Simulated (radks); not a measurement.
The numbers below are computed, except where a source is named.
Species: Sr+. Configuration: [Kr] 4f1 (not the ground configuration). Level of theory: scalar-relativistic Kohn-Sham, PBEsol, spin-polarised, spherical densities, finite nucleus; open shells are filled with parallel spins first (spin-orbit coupling, left out, can overturn this in heavy ions); Fermi nuclear charge, rms radius 4.224 fm (a radial shooting solver on a logarithmic mesh with Libxc functionals).

Normalised radial functions P(r) = r R(r), r in bohr:

```
   r/bohr * 3d down (the largest magnitude, 1.42, reaches the edge; | marks zero)
 0.004629 *
 0.006374 *
 0.008708 *
  0.01199 *
  0.01638 *
  0.02238 *
  0.03082 |*
  0.04211 | *
  0.05753 |   *
  0.07922 |       *
   0.1082 |              *
   0.1479 |                        *
   0.2036 |                                      *
   0.2782 |                                                 *
   0.3831 |                                                      *
   0.5233 |                                                *
    0.715 |                                 *
   0.9846 |                 *
    1.345 |      *
    1.838 | *
    2.531 *
    3.457 *
    4.723 *
    6.505 *
    8.886 *
    12.24 *
    16.72 *
    22.84 *
```

3d down: eigenvalue -138.51 eV, 0 radial nodes, <r> = 0.498 bohr, 90 % of the charge inside 0.808 bohr.
